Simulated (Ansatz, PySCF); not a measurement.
Cl₂Hg, charge +1, doublet, geometry from GFN2-xTB (such geometries of metal compounds can be far from the true shape) (a state made from the parent by changing its charge; the spin is typed, not shown lowest) (core potentials on Hg). Base run: WB97M-V/def2-SVP (PySCF).

The PySCF input:
```python
from pyscf import gto, scf, dft

mol = gto.Mole()
mol.atom = '''
    Hg    0.000000    0.000000    0.000000
    Cl   -0.000000   -0.000000   -2.413138
    Cl    0.000000    0.000000    2.413138
'''
mol.basis = 'def2-svp'
mol.ecp = {'Hg': 'def2-svp'}
mol.charge = 1
mol.spin = 1
mol.verbose = 4
mol.build()

mf = dft.UKS(mol)
mf.xc = 'wb97m_v'
mf.kernel()
```

The same geometry, method and basis name were run in Ansatz (a first-principles code) and PySCF, at each program's defaults and at the settings that a row names. The base is PySCF at its defaults. Differences at the defaults can come from grids, fitting, cores and function types together. The rows with settings made alike still differ; the cause (another SCF solution, basis table, core potential or functional code) wasn't traced.

| code and settings | ΔE vs base (µEh) | basis functions | E (Eh) | SCF cycles |
|---|---|---|---|---|
| PySCF, defaults (exact integrals, its default grid, spherical functions) | 0.0 | 68 | -1073.09889 | 12 |
| Ansatz, defaults (factorised integrals, its default grid, spherical functions) | -3740 | 68 | -1073.10263 | - |
| PySCF, density fitting with def2-universal-jkfit | -7.3 | 68 | -1073.09889 | 12 |
| PySCF, fine grid | -2.4 | 68 | -1073.09889 | 12 |
| Ansatz, high accuracy | -3742 | 68 | -1073.10263 | - |

Open shells are given as the SCF converged; they aren't shown to be the lowest states, and a large step between rows can be another state.
